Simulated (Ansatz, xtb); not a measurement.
Relative energy of two isomers of C5H8N2

Structure a: `Cc1c[nH]c(C)n1`, a singlet. Structure b: `Cc1cncn1C`, a singlet. Both are isolated molecules in the gas phase, relaxed with B3LYP/def2-SVP.

Quicker runs give these differences E(b) − E(a): GFN2-xTB −0.1 kcal/mol; HF/STO-3G +4.3 kcal/mol (at GFN2-xTB geometries); r2SCAN-D4/def2-SVP +8.5 kcal/mol (at GFN2-xTB geometries).

Question: Which of the two would you expect CCSD(T)/def2-SVP + ΔMP2/def2-TZVPP electronic energies to favour?

Answer: Structure a; the calculation gives E(b) − E(a) = +8.0 kcal/mol.

Level by level:

```csv
level,geometry,E(b) − E(a) (kcal/mol),departure from the last row (kcal/mol),"job, with rough time for the two"
GFN2-xTB,GFN2-xTB,−0.1,−8.2,"optimisation, 0.12 s"
HF/STO-3G,GFN2-xTB,+4.3,−3.8,"single point, 0.44 s"
r2SCAN-D4/def2-SVP,GFN2-xTB,+8.5,+0.5,"single point, 3 s"
B3LYP/def2-SVP,B3LYP/def2-SVP,+8.1,+0.1,"optimisation, 23 s"
HF/def2-SVP,B3LYP/def2-SVP,+8.7,+0.6,part of the CCSD(T) run
MP2/def2-SVP,B3LYP/def2-SVP,+7.7,−0.3,part of the CCSD(T) run
CCSD(T)/def2-SVP,B3LYP/def2-SVP,+7.6,−0.4,single point
CCSD(T)/def2-SVP + ΔMP2/def2-TZVPP,B3LYP/def2-SVP,+8.0,,"single point, 52 s"
```

As drawn, b has 1 C–N, 1 C–H in place of 1 C–C, 1 N–H.

GFN2-xTB finds them nearly level. The largest departure from CCSD(T)/def2-SVP + ΔMP2/def2-TZVPP is that of GFN2-xTB, 8.2 kcal/mol. The last row adds to CCSD(T) the change of the MP2 difference between the two basis sets, here +0.4 kcal/mol.

With thermal terms from frequencies at re-optimised GFN2-xTB minima (ideal gas, soft modes damped towards free rotors, one conformer each, 298.15 K, 1 atm): the zero-point term adds +0.3 kcal/mol; ΔH is +8.1 and ΔG +8.8 kcal/mol.

The correlated steps freeze 7 core orbitals. Programs: Ansatz 0.2.0, xtb 6.7.1; the last row on 2 threads of AMD EPYC 9R45 96-Core Processor (Zen 5) on a shared host.
